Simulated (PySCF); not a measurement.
Species: (LiOH)3 ring, H3Li3O3.
Z-matrix (Å and degrees, PBE0-D3(BJ)/def2-SVP geometry), rows numbered from 1:
```
Li
O   1  1.7613
Li  2  1.7614  1  104.75
O   3  1.7614  2  134.27  1     0.16
Li  4  1.7609  3  105.02  2    -0.19
O   5  1.7584  4  136.22  3     0.17
H   2  0.9581  1  127.57  3  -179.65
H   4  0.9582  3  127.51  2   179.42
H   6  0.9578  1  128.50  2   179.89
```

The closed-shell ground state was solved at several levels (PySCF, density fitting, gas phase, non-relativistic).

| level | basis functions | HOMO (eV) | LUMO (eV) | gap (eV) | dipole (D) |
| --- | --- | --- | --- | --- | --- |
| PBE0/pcSseg-1 | 102 | -6.95 | -0.12 | 6.83 | 0.09 |
| CAM-B3LYP/def2-SVPD | 129 | -8.75 | 0.06 | 8.81 | 0.09 |
| B3LYP/pcJ-1 | 144 | -6.55 | -0.25 | 6.30 | 0.09 |

What might B3LYP/pcSseg-1 (102 basis functions) give for the same quantities?

HOMO -6.69 eV, LUMO -0.39 eV, gap 6.30 eV, dipole 0.09 D.

How far do the dipole and the HOMO energy spread over the levels?

The dipole runs from 0.09 to 0.09 D (mean 0.09 D) and the HOMO from -8.75 to -6.55 eV.

One conformer stands for the species.
